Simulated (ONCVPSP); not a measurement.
## gadolinium: ONCV pseudisation with PW91, scalar-relativistic reference atom.

```json
{
  "Element": "Gd (Z = 64)",
  "Generator": "ONCVPSP 4.0.1",
  "Type": "optimised norm-conserving Vanderbilt (ONCV)",
  "Functional": "PW91",
  "Relativity": "scalar-relativistic",
  "Frozen core": "[Kr] 4d10",
  "Valence charge": "18",
  "Reference configuration": "4f6 5s2 5p6 5d2 6s2",
  "Partial waves": "5s+6s: rc 2.88 bohr, ncon 3, nbas 6, qcut 4.3 1/bohr, 2 projectors; 5p: rc 2.82 bohr, ncon 3, nbas 6, qcut 6.8 1/bohr, 2 projectors, debl 2.4 Ha; 5d: rc 2.76 bohr, ncon 5, nbas 10, qcut 4.6 1/bohr, 1 projector; 4f: rc 1.66 bohr, ncon 5, nbas 9, qcut 12 1/bohr, 3 projectors, debl 0.6 Ha",
  "Local potential": "polynomial inside 1.54 bohr (lpopt 1, dvloc0 2 Ha)",
  "Core correction": "none"
}
```

- Cutoffs needed: 59 Ha and 64 Ha (the cutoffs (Ha) at which the residual kinetic energy of the hardest occupied pseudo-wave falls to 1 and 0.1 mHa per electron)
- Ghost test: no bound ghost flagged; no localised positive-energy state flagged
- Largest excitation error: +522 meV (all-electron minus pseudo) for 4f7 5s2 5p5 5d1 6s2, out of 4 test configurations
